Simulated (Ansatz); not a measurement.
A nudged elastic band was laid between two geometries of CH5BFP (9 atoms, charge 0, multiplicity 1).

The calculation used RKS PBE/6-31G* in Ansatz.

| Quantity | Value |
| --- | --- |
| movable images | 7 |
| climbing image | yes |
| spring | 5.0 eV/Å² |
| optimiser | quadratic models (default) |
| start path | through a guess of the saddle point |
| force threshold | 0.05 eV/Å |
| iteration limit | 39 |
| end points | relaxed |

Initial state:

```xyz
9
Properties=species:S:1:pos:R:3
F -1.181 1.026 -1.082
C 0.169 1.048 -0.696
B 0.625 -0.177 0.167
P -0.504 -1.659 0.421
H 0.795 1.118 -1.613
H 0.365 1.991 -0.138
H 1.777 -0.230 0.520
H -1.776 -1.065 0.666
H -0.181 -2.098 1.738
```

Final state:

```xyz
9
Properties=species:S:1:pos:R:3
F 0.269 1.747 -1.734
C 0.401 1.083 -0.507
B -0.262 -0.341 -0.482
P 0.127 -1.609 0.866
H 1.478 1.055 -0.235
H -0.082 1.704 0.283
H -0.957 -0.708 -1.394
H -1.162 -2.154 1.135
H 0.277 -0.823 2.050
```

Q: What changes between the two ends?

A: No bond is made or broken. The dihedral F1–C2–B3–H7 goes from 179 to -9°.

Q: What energy profile does the band end with?

A: The forces met the threshold. The highest image is number 6 of 0 to 8, 11.2 kcal/mol above the first end and 8.8 kcal/mol above the last; the last end lies 2.4 kcal/mol above the first. The profile has 2 maxima (images 2, 6) with wells between them (image 4): this band takes more than one step, which may be the mechanism or a detour left from its start path. A vibrational analysis at the climbing image gives one clearly imaginary mode, 296i cm⁻¹: a first-order saddle point.

```tsv
image	path coordinate (Å)	energy (kcal/mol)	dihedral F1–C2–B3–H7 (°)
0	0.00	0.0	179
1	1.13	3.5	145
2	2.26	7.2	96
3	3.39	5.4	57
4	4.52	2.6	21
5	5.65	5.8	14
6	6.78	11.2	1
7	7.88	6.1	-13
8	8.98	2.4	-9
```

Q: What is the geometry of the highest image?

A: 
```xyz
9
Properties=species:S:1:pos:R:3:forces:R:3
F 0.394 1.672 -1.666 0.00 0.00 0.00
C 0.114 0.984 -0.479 0.00 0.00 0.00
B 0.172 -0.574 -0.591 0.00 0.00 0.00
P -0.209 -1.735 0.965 0.00 0.00 0.00
H 0.824 1.323 0.309 0.00 0.00 0.00
H -0.887 1.301 -0.109 0.00 0.00 0.00
H 0.460 -1.092 -1.639 0.00 0.00 0.00
H -1.383 -0.983 1.338 0.00 0.00 0.00
H 0.603 -0.942 1.856 0.00 0.00 0.00
```

The run took 7.5 min on 1 thread of AMD EPYC (Zen 3), on a shared host, peak memory 0.14 GiB.
